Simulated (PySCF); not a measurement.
Cartesian coordinates in Å; atom numbers follow the order of the lines, from 1:
```xyz
16

N     3.463   -0.499    0.483
C     2.383   -0.381    0.130
C     1.007   -0.227   -0.286
C     0.538    1.203    0.020
C    -0.943    1.377   -0.079
C    -1.831    0.425   -0.295
S    -1.463   -1.336   -0.543
O    -2.432   -2.047    0.285
C     0.130   -1.257    0.414
H     0.959   -0.407   -1.369
H     1.029    1.906   -0.659
H     0.847    1.479    1.035
H    -1.280    2.396    0.074
H    -2.891    0.620   -0.335
H    -0.094   -0.989    1.445
H     0.571   -2.253    0.387
```

Geometry: GFN2-xTB; GIAO absolute shieldings from PySCF, gas phase, non-relativistic, averaged over equivalent atoms.

At revPBE/MINI (56 basis functions, 60 s wall time (35 s CPU) on 1 thread of an Intel Xeon, shared host):
```csv
atoms,σ (ppm)
N1,1.7
C6,93.2
C5,114.3
C2,144.1
C9,178.9
C4,184.5
C3,195.5
S7,466.4
O8,159.9
H14,23.46
H13,23.78
H11,27.63
H10,27.77
H16,27.81
H12,27.83
H15,28.03
```

Predict the values at wB97X-D/pcSseg-1 on the same geometry.

Results:


```csv
atoms,σ at wB97X-D/pcSseg-1,change
N1,-33.4,-35.1
C6,35.7,-57.5
C5,50.6,-63.7
C2,61.5,-82.6
C9,128.9,-50.0
C4,151.8,-32.7
C3,166.4,-29.1
S7,170.2,-296.2
O8,287.3,+127.4
H14,25.26,+1.80
H13,25.57,+1.79
H11,29.37,+1.74
H10,29.56,+1.79
H16,28.51,+0.70
H12,29.31,+1.48
H15,29.07,+1.04
```

The largest change is at S7 (sulfoxide sulfur). Cost: 195 basis functions, 3 min wall time (2 min CPU) on 1 thread of an Intel Xeon, shared host. The order of the carbon signals is the same at both levels.
